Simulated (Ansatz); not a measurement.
Reaction (formal exchange of groups at a C–C bond): `CC[Se]BF` + `C[O][GeH]([F])[SH]` → `C[O][Ge]([CH3])([F])[SH]` + `C[Se]BF`

Gas-phase electronic energies from Ansatz, PBE0-D4/def2-TZVP geometries. CBS: MP2 limit from def2 TZ/QZ plus the TZ coupled-cluster correction, frozen cores. DFT in def2-TZVPP. For Ge, Se outer-core shells are correlated without core-valence functions, which leaves a few kJ/mol of doubt a bond. Scalar relativity is left out up to krypton. Each species was taken in one conformer, which may not be the lowest.

`CC[Se]BF`:

Cartesian coordinates in Å:
```
C -0.213 1.471 -0.113
C 0.666 0.363 -0.647
Se 1.221 -0.913 0.740
B -0.348 -2.015 0.822
F -1.390 -1.790 0.033
H -0.453 2.178 -0.913
H 0.283 2.022 0.688
H -1.151 1.075 0.279
H 1.600 0.749 -1.056
H 0.168 -0.213 -1.426
H -0.383 -2.927 1.594
```

`C[O][GeH]([F])[SH]`:

Z-matrix (Å, degrees):
```
C
O 1 1.415
H 1 1.091 2 107.5
H 1 1.096 2 111.8 3 119.1
H 1 1.095 2 111.2 3 -118.9
Ge 2 1.752 1 121.1 3 -168.7
S 6 2.208 2 112.6 1 49.7
F 6 1.738 2 107.8 1 -64.7
H 6 1.525 2 106.5 1 177.9
H 7 1.344 6 91.2 2 -109.6
```

`C[O][Ge]([CH3])([F])[SH]`:

Cartesian coordinates in Å:
```
C -0.860 -0.879 -1.838
O -0.022 -0.986 -0.705
Ge 0.218 0.377 0.378
C 1.369 -0.208 1.802
F 0.998 1.627 -0.555
S -1.704 1.297 0.986
H -1.846 -0.477 -1.578
H -0.993 -1.882 -2.248
H -0.412 -0.243 -2.607
H 0.835 -0.915 2.437
H 1.680 0.650 2.396
H 2.242 -0.698 1.372
H -1.506 2.338 0.160
```

`C[Se]BF`:

Cartesian coordinates in Å:
```
C 0.764 -1.066 -0.107
Se -0.717 -0.220 -1.053
B -0.960 1.301 0.097
F -1.906 2.180 -0.189
H 1.012 -0.471 0.769
H 0.460 -2.066 0.195
H 1.620 -1.122 -0.775
H -0.272 1.464 1.063
```

(1) Is it downhill or uphill in electronic energy at CCSD(T)/CBS, and by how much? (Estimate.)

(2) What do these levels give: ωB97X-V, ωB97M-V, B2PLYP, PBE, HF/def2-TZVPP, SCS-MP2/def2-TZVPP, CCSD/def2-TZVPP, CCSD(T)/def2-TZVPP, SCS-MP2/def2-QZVPP, HF/CBS(def2), MP2/CBS(def2), CCSD/CBS(def2)? (An estimate is asked.)

Largest T1 diagnostic among the species: 0.012.

## Answers

(1) Ansatz gave: Downhill: ΔE = -46.4 kJ/mol.

(2) The calculation gave: ωB97X-V -43.9, ωB97M-V -45.9, B2PLYP -45.9, PBE -44.2, HF/def2-TZVPP -42.9, SCS-MP2/def2-TZVPP -45.2, CCSD/def2-TZVPP -46.5, CCSD(T)/def2-TZVPP -46.6, SCS-MP2/def2-QZVPP -45.0, HF/CBS(def2) -42.3, MP2/CBS(def2) -47.7, CCSD/CBS(def2) -46.3 kJ/mol.

In def2-TZVPP, CCSD(T) changes the Hartree–Fock value by −3.7 kJ/mol (the triples alone add −0.1 kJ/mol) and MP2 by −5.0 kJ/mol.
